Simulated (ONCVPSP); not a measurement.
**cobalt: excitation energies, all-electron against ONCV**

Co (Z = 27), optimised norm-conserving Vanderbilt (ONCV), made with ONCVPSP 4.0.1 (PBE, scalar-relativistic). Core [Ne], reference 3s2 3p6 3d7 4s1.5 4p0.5. Waves: 3s+4s: rc 1.20 bohr, ncon 5, nbas 8, qcut 8.2 1/bohr, 2 projectors; 3p+4p: rc 1.50 bohr, ncon 4, nbas 7, qcut 11.5 1/bohr, 2 projectors; 3d: rc 1.35 bohr, ncon 4, nbas 9, qcut 9.2 1/bohr, 2 projectors, debl 2.8 Ha. Local part: polynomial inside 1.00 bohr (lpopt 1, dvloc0 6 Ha). Core correction: Teter function, fcfact 3.5, rcfact 1.15.

Energies are relative to the spin-unpolarised reference configuration 3s2 3p6 3d7 4s1.5 4p0.5; without spin polarisation the order of configurations can differ from experiment.

```json
{"valence configuration": "3s2 3p6 3d7 4s1 4p0", "charge": "+1", "ΔE all-electron (eV)": "6.895", "error AE − PS (meV)": "+0.1"}
{"valence configuration": "3s2 3p6 3d7 4s0 4p0", "charge": "+2", "ΔE all-electron (eV)": "23.681", "error AE − PS (meV)": "+3.0"}
{"valence configuration": "3s2 3p6 3d7 4s1 4p1", "charge": "0", "ΔE all-electron (eV)": "2.215", "error AE − PS (meV)": "-0.1"}
```

(1) What are ΔE and the potential's error for 3s2 3p6 3d7 4s2 4p0?

Levels in the configuration 3s2 3p6 3d7 4s1 4p1:

```csv
level,all-electron (eV),pseudo (eV)
3s,-104.265,-104.269
3p,-67.502,-67.504
3d,-10.013,-10.017
4s,-6.623,-6.622
4p,-2.119,-2.119
```

Results:

(1) ΔE = -2.136 eV all-electron; the error (AE − PS) is +0.3 meV.
